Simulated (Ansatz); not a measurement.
Consider the cleavage of the Sb–Si bond: `F[SiH2][SbH2]` + `N[SiH](O)F` → `N[SiH](F)[O][SbH2]` + `F[SiH3]`.

Calculated with Ansatz (gas phase, PBE0-D4/def2-TZVP geometries, no zero-point term in ΔE). CCSD(T)/CBS is the MP2 limit (def2-TZVPP, def2-QZVPP) plus CCSD(T) − MP2 in def2-TZVPP, frozen cores. This one scheme is used for every species. def2 core potentials past Kr. For Sb outer-core shells are correlated without core-valence functions, which leaves a few kJ/mol of doubt a bond. One conformer a species, not always the lowest.

| species | CCSD(T)/CBS(def2) energy (Eh) |
| --- | --- |
| `F[SiH2][SbH2]` | -631.33896 |
| `N[SiH](O)F` | -521.31725 |
| `N[SiH](F)[O][SbH2]` | -761.92621 |
| `F[SiH3]` | -390.72345 |

(1) Work out ΔE.

(2) What do rigid-rotor, harmonic-oscillator terms from PBE0-D4/def2-TZVP frequencies (298.15 K, 1 bar) make of the CCSD(T)/CBS value? (An estimate is asked.)

Largest T1 diagnostic among the species: 0.013.

Results:

(1) ΔE = (-761.92621) + (-390.72345) − (-631.33896) − (-521.31725) = 0.00655 Eh = +0.18 eV.

(2) The calculation gave: ΔZPE = -0.05 eV, ΔH = +0.12 eV, ΔS = -13 J/(mol·K), ΔG = +0.16 eV.

From r2SCAN to r2SCAN0 (25 % exact exchange), in def2-TZVPP and without D4, ΔE moves by +0.06 eV. In def2-TZVPP, CCSD(T) changes the Hartree–Fock value by +0.09 eV (the triples alone add −0.00 eV) and MP2 by +0.11 eV. The D4 term adds −0.04 eV with B3LYP and −0.03 eV with PBE0; it sums over pairs of atoms, weighted by their polarisabilities, and B3LYP, whose exchange is more repulsive, gets the larger term.

B3LYP here is the variant with VWN-RPA as its local correlation; programs differ in this.
